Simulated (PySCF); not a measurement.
PySCF 2.14 output of an unrestricted PBE calculation on a single atom or ion in aug-cc-pwCVTZ-DK3, with scalar relativity by spin-free X2C-1e:

```
SCF conv_tol = 1e-09
number electrons alpha = 41  beta = 39
    J. P. Perdew, K. Burke, and M. Ernzerhof.,  Phys. Rev. Lett. 77, 3865 (1996)
    J. P. Perdew, K. Burke, and M. Ernzerhof.,  Phys. Rev. Lett. 78, 1396 (1997)
    J. P. Perdew, K. Burke, and M. Ernzerhof.,  Phys. Rev. Lett. 77, 3865 (1996)
    J. P. Perdew, K. Burke, and M. Ernzerhof.,  Phys. Rev. Lett. 78, 1396 (1997)
cycle= 1 E= -20882.7107172807  delta_E= -0.0246  |g|= 0.25  |ddm|= 1.67
cycle= 2 E= -20882.7105695472  delta_E= 0.000148  |g|= 0.224  |ddm|= 0.421
cycle= 3 E= -20882.714047457  delta_E= -0.00348  |g|= 0.0176  |ddm|= 0.237
cycle= 4 E= -20882.714091029  delta_E= -4.36e-05  |g|= 0.000757  |ddm|= 0.0446
cycle= 5 E= -20882.7140911557  delta_E= -1.27e-07  |g|= 1.56e-05  |ddm|= 0.00388
cycle= 6 E= -20882.7140911557  delta_E= -7.64e-11  |g|= 8.26e-07  |ddm|= 0.000148
converged SCF energy = -20882.7140911557  <S^2> = 2.0004828  2S+1 = 3.0003218
```

The run itself started from symmetry-adapted Hartree-Fock orbitals and held the occupation by maximum overlap, on a logarithmic radial grid, so the iterations belong to that start.

Question: Which element, charge and spin multiplicity is this?

Answer: Pb²⁺ (lead, charge +2), multiplicity 3; the state was [Xe] 4f14 5d10 6s1 7s1, high-spin 3S determinant (an excited configuration).

Spin-orbit coupling, which splits the p, d and f shells strongly at this Z, is absent. The outer electron is Rydberg-like, and this basis confines it to a smaller radius and binds it less than a complete one would.
